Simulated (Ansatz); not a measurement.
Consider the cleavage of the Zn–Si bond: `[CH3][Zn][SiH2]N` + H₂Te → `[CH3][Zn][TeH]` + `N[SiH3]`.

Gas-phase electronic energies from Ansatz, PBE0-D4/def2-TZVP geometries. CBS: MP2 limit from def2 TZ/QZ plus the TZ coupled-cluster correction, frozen cores. This one scheme is used for every species. DFT in def2-TZVPP. B3LYP here is the variant with VWN-RPA as its local correlation; programs differ in this. def2 core potentials past Kr. For Te, Zn outer-core shells are correlated without core-valence functions, which leaves a few kJ/mol of doubt a bond. Scalar relativity is left out up to krypton. One conformer a species, not always the lowest.

(1) Is it downhill or uphill in electronic energy at CCSD(T)/CBS, and by how much? (An estimate is asked.)

(2) What do these levels give: BLYP-D4, r2SCAN-D4, B97M-V, r2SCAN0-D4, BHLYP-D4, ωB97M-V, revPBE, BLYP, B3LYP, r2SCANh, MP2/def2-SVP, HF/def2-TZVPP? (Best estimate.)

Largest T1 diagnostic among the species: 0.013.

Answers

(1) The calculation gave: Downhill: ΔE = -29.2 kcal/mol.

(2) The calculation gave: BLYP-D4 -25.3, r2SCAN-D4 -27.2, B97M-V -24.5, r2SCAN0-D4 -28.7, BHLYP-D4 -29.8, ωB97M-V -27.3, revPBE -24.6, BLYP -25.6, B3LYP -27.2, r2SCANh -27.9, MP2/def2-SVP -30.3, HF/def2-TZVPP -33.6 kcal/mol.

From r2SCAN to r2SCAN0 (25 % exact exchange), in def2-TZVPP and without D4, ΔE moves by −1.5 kcal/mol. Leaving LDA and LC-ωPBE aside and taking each functional with its dispersion term where it has one, the values, not all of them listed here, spread over 5.6 kcal/mol, from BHLYP-D4 to revPBE-D4. In def2-TZVPP, CCSD(T) changes the Hartree–Fock value by +6.3 kcal/mol (the triples alone add +0.5 kcal/mol) and MP2 by +3.7 kcal/mol.
